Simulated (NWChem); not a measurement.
Species: C₃F₄; SMILES FC(F)=C=C(F)F

Results from NWChem. Coordinates come from a PBE-D3(BJ)/def2-SVP optimisation.

Problem. Estimate the computed values for LDA (Slater exchange, PW92)/def2-SVP. Quantities: highest occupied level (eV); orbital gap (eV).

Solution. 
```
Item                         Value
---------------------------  -----
highest occupied level (eV)  -7.15
orbital gap (eV)              5.30
```
